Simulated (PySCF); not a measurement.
PySCF was given this input:
```python
from pyscf import gto, scf, dft

mol = gto.Mole()
mol.atom = '''
    C    -0.71874859    0.13634016   -0.02510292
    C     0.71874859   -0.13634016    0.02510292
    H    -1.25610398   -0.58656361   -0.67710659
    H    -0.97235396    1.16105611   -0.29217710
    H    -1.23187435   -0.16588763    0.91394436
    H     0.97235396   -1.16105611    0.29217710
    H     1.25610398    0.58656361    0.67710659
    H     1.23187435    0.16588763   -0.91394436
'''
mol.basis = 'pcseg-1'
mol.charge = 1
mol.spin = 1
mol.verbose = 4
mol.build()

mf = dft.UKS(mol)
mf.xc = 'lda,vwn'
mf.kernel()
```

### Question
What does this run give for the number of basis functions, <S^2>, total energy, Mulliken (on the basis functions themselves) charges in atom order, HOMO energy, nuclear repulsion energy?

### Answer

```
Quantity                                                                                                                               Value
------------------------------------------------------------------  ------------------------------------------------------------------------
number of basis functions                                                                                                                 58
<S^2>                                                                                                                                  0.751
total energy                                                                                                                   -78.605604 Ha
Mulliken (on the basis functions themselves) charges in atom order  C1 -0.35, C2 -0.35, H3 0.30, H4 0.25, H5 0.30, H6 0.25, H7 0.30, H8 0.30
HOMO energy                                                                                                                        -15.73 eV
nuclear repulsion energy                                                                                                          42.7158 Eh
```

These values belong to the state on which the SCF converged, which isn't shown to be the lowest.
